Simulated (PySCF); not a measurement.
A calculated (TPSS, PySCF 2.14, Sapporo-DKH3-DZP-2012, the spin-free X2C one-electron Hamiltonian (Gaussian nucleus)) atom or ion has these occupied shells.

```json
{"shell": "1s β", "electrons": "1", "orbital energy (eV)": "-5911.0", "rms radius, mean of both spins (bohr)": "0.0734"}
{"shell": "1s α", "electrons": "1", "orbital energy (eV)": "-5911.0", "rms radius, mean of both spins (bohr)": "0.0734"}
{"shell": "2s α", "electrons": "1", "orbital energy (eV)": "-691.25", "rms radius, mean of both spins (bohr)": "0.318"}
{"shell": "2s β", "electrons": "1", "orbital energy (eV)": "-689.84", "rms radius, mean of both spins (bohr)": "0.318"}
{"shell": "2p α", "electrons": "3", "orbital energy (eV)": "-583.17", "rms radius, mean of both spins (bohr)": "0.288"}
{"shell": "2p β", "electrons": "3", "orbital energy (eV)": "-582.03", "rms radius, mean of both spins (bohr)": "0.288"}
{"shell": "3s α", "electrons": "1", "orbital energy (eV)": "-97.419", "rms radius, mean of both spins (bohr)": "0.965"}
{"shell": "3s β", "electrons": "1", "orbital energy (eV)": "-93.241", "rms radius, mean of both spins (bohr)": "0.965"}
{"shell": "3p α", "electrons": "3", "orbital energy (eV)": "-68.270", "rms radius, mean of both spins (bohr)": "1.04"}
{"shell": "3p β", "electrons": "3", "orbital energy (eV)": "-64.054", "rms radius, mean of both spins (bohr)": "1.04"}
{"shell": "3d α", "electrons": "4", "orbital energy (eV)": "-24.125", "rms radius, mean of both spins (bohr)": "1.38"}
```

(1) Name the element and its charge.

Results:

(1) Cr²⁺ (chromium, charge +2), in [Ar] 3d4, high-spin 5D determinant.
